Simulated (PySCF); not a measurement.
**[Nb(NH3)6]3+ by CASSCF and spin-orbit coupling**

[Nb(NH3)6]3+: Nb(III) (d2), charge +3. The structure is a model geometry with rigid ligands and bond lengths from ionic radii, not a minimum; coordination octahedral, point group S6, metal–donor distances 2.15 Å.

The d shell alone is too small an active space for [Nb(NH3)6]3+ (an active orbital has only 0.61 squared overlap with the free ion's shell): its levels, fitted parameters, g values and moments show what this model gives and aren't sound predictions.

```
25

Nb    0.000    0.000    0.000
N     0.000    0.000    2.150
H     0.942    0.000    2.540
H    -0.471    0.816    2.540
H    -0.471   -0.816    2.540
N     0.000    0.000   -2.150
H    -0.942    0.000   -2.540
H     0.471    0.816   -2.540
H     0.471   -0.816   -2.540
N     2.150    0.000    0.000
H     2.540    0.942    0.000
H     2.540   -0.471    0.816
H     2.540   -0.471   -0.816
N    -2.150    0.000    0.000
H    -2.540   -0.942    0.000
H    -2.540    0.471    0.816
H    -2.540    0.471   -0.816
N     0.000    2.150    0.000
H     0.000    2.540    0.942
H     0.816    2.540   -0.471
H    -0.816    2.540   -0.471
N     0.000   -2.150    0.000
H     0.000   -2.540   -0.942
H     0.816   -2.540    0.471
H    -0.816   -2.540    0.471
```

Method (PySCF 2.14, density fitting): CASSCF(2,5) with orbitals averaged over all microstates of the shell, strongly contracted NEVPT2 on the averaged canonical orbitals; basis x2c-TZVPall on the metal, x2c-SVPall elsewhere; spin-free X2C; gas phase; spin-orbit coupling by state interaction with the mean-field operator over all roots.

Spin-free states:

```
2S+1  deg.  symmetry  cubic parent  free-ion term  CASSCF / cm⁻¹  NEVPT2 / cm⁻¹  f(ED)          occupations
   3     2       3Eg     3T1g 1.00        3F 0.86              0              0      –  1.0 0.5 0.5 0.0 0.0
   3     1       3Ag     3T1g 1.00        3F 0.86            509            643      0  0.0 1.0 1.0 0.0 0.0
   1     1       1Ag     1T2g 1.00        1G 0.52           9029           7423      –  1.4 0.3 0.3 0.0 0.0
   1     2       1Eg      1Eg 0.73        1G 0.54           9158           7676      –  1.0 0.5 0.5 0.0 0.0
   1     2       1Eg     1T2g 0.73        1G 0.53           9777           8362      –  0.0 1.0 1.0 0.0 0.0
   1     1       1Ag     1A1g 1.00        1G 0.51          22078          18495      –  0.6 0.7 0.7 0.0 0.0
   3     2       3Eg     3T2g 1.00        3F 1.00          38644          41147      0  0.5 0.2 0.2 0.5 0.5
   3     1       3Ag     3T2g 1.00        3F 1.00          38903          41467      0  0.0 0.5 0.5 0.5 0.5
   3     2       3Eg     3T1g 1.00        3P 0.86          46384          46803      0  0.5 0.3 0.3 0.5 0.5
   3     1       3Ag     3T1g 1.00        3P 0.86          46630          47076      0  0.0 0.5 0.5 0.5 0.5
   1     2       1Eg     1T2g 0.99        1D 0.51          48169          48796      –  0.6 0.2 0.2 0.5 0.5
   1     1       1Ag     1T2g 1.00        1D 0.52          48511          49211      –  0.0 0.5 0.5 0.5 0.5
   1     2       1Eg     1T1g 0.99        1G 0.99          50598          50711      –  0.4 0.3 0.3 0.5 0.5
   1     1       1Ag     1T1g 1.00        1G 1.00          50864          51004      –  0.0 0.5 0.5 0.5 0.5
   3     1       3Ag     3A2g 1.00        3F 1.00          78741          83346      0  0.0 0.0 0.0 1.0 1.0
```

Only the lowest 15 spin-free levels are listed. Energies are counted from the ground state at NEVPT2 level. Weights follow the labels. f(ED) is the electric-dipole oscillator strength from the ground state at the fixed geometry, without vibronic coupling; occupations, where given, run over the ligand-field orbitals from the lowest.

Ligand-field fit:

| cm⁻¹ | CASSCF |
| --- | --- |
| 10Dq | 39970 |
| B | 616 |
| B, free ion | 767 |
| C | 2506 |
| C, free ion | 3084 |
| rms of the fit | 312 |

| orbital | CASSCF / cm⁻¹ | metal share | main function |
| --- | --- | --- | --- |
| 1 | 0 | 0.94 | xy 0.33 |
| 2 | 570 | 0.94 | degenerate set |
| 3 | 570 | 0.94 | degenerate set |
| 4 | 40351 | 0.79 | degenerate set |
| 5 | 40351 | 0.79 | degenerate set |

ζ = 554 cm⁻¹, against 631 for the free ion.

Spin-orbit levels:

```
E / cm⁻¹  deg.              make-up
     0.0     2             1.00 3Eg
   180.5     2  0.86 3Eg + 0.14 3Ag
   314.3     1  0.69 3Eg + 0.31 3Ag
   614.3     1             1.00 3Eg
  1071.5     2  0.86 3Ag + 0.14 3Eg
  1219.5     1  0.69 3Ag + 0.31 3Eg
  7751.6     1             1.00 1Ag
  8010.5     2             1.00 1Eg
  8690.1     2             1.00 1Eg
 18830.4     1             1.00 1Ag
 41290.2     1  0.89 3Eg + 0.11 3Ag
 41354.5     1             1.00 3Eg
 41427.7     2  0.89 3Eg + 0.11 3Ag
 41587.2     2             1.00 3Eg
 41834.7     2  0.89 3Ag + 0.11 3Eg
 41854.1     1  0.89 3Ag + 0.11 3Eg
```

Only the lowest levels are listed: 24 of 45 states.

Magnetism:

Degenerate or low-lying orbital states mix with the ground state, so no spin-only Hamiltonian applies. The lowest spin-orbit level is 2-fold; the next lies at 180.5 cm⁻¹. The two lowest states form a pseudo-doublet split by 0.000 cm⁻¹ with g_z = 1.90. μeff is 2.17 μB at 300 K and 1.05 μB at 10 K; the spin-only value is 2.83 μB.

| T / K | χT / cm³ K mol⁻¹ | μeff / μB | χT along axes a, b, c |
| --- | --- | --- | --- |
| 2 | 0.118 | 0.97 | 0.01 0.01 0.34 |
| 5 | 0.126 | 1.00 | 0.02 0.02 0.34 |
| 10 | 0.138 | 1.05 | 0.04 0.04 0.34 |
| 20 | 0.163 | 1.14 | 0.07 0.07 0.34 |
| 30 | 0.188 | 1.23 | 0.11 0.11 0.34 |
| 50 | 0.236 | 1.38 | 0.18 0.18 0.34 |
| 75 | 0.292 | 1.53 | 0.27 0.27 0.34 |
| 100 | 0.339 | 1.65 | 0.34 0.34 0.34 |
| 150 | 0.417 | 1.83 | 0.45 0.45 0.35 |
| 200 | 0.482 | 1.96 | 0.53 0.53 0.39 |
| 250 | 0.538 | 2.08 | 0.59 0.59 0.44 |
| 300 | 0.589 | 2.17 | 0.63 0.63 0.50 |

Axes in the frame of the coordinates: a = (-0.34, -0.47, 0.81); b = (0.74, -0.67, -0.07); c = (0.58, 0.58, 0.58).

Powder magnetisation at 2 K: 0.05 μB at 0.5 T, 0.10 μB at 1 T, 0.20 μB at 2 T, 0.27 μB at 3 T, 0.38 μB at 5 T, 0.43 μB at 7 T.

The geometry is a model, and the complex may not exist in this form. The ground state is orbitally degenerate in this regular structure, which would distort (Jahn–Teller), so its moment is that of the undistorted model. NEVPT2 on the d shell alone tends to put d–d bands too high for such charged or covalently bound ions.

The job took 33 s on one thread of Arm Neoverse V1 (shared host), with 237 basis functions and a peak of 0.65 GiB, launched as `OMP_NUM_THREADS=1 python lf_run.py task.json out`.
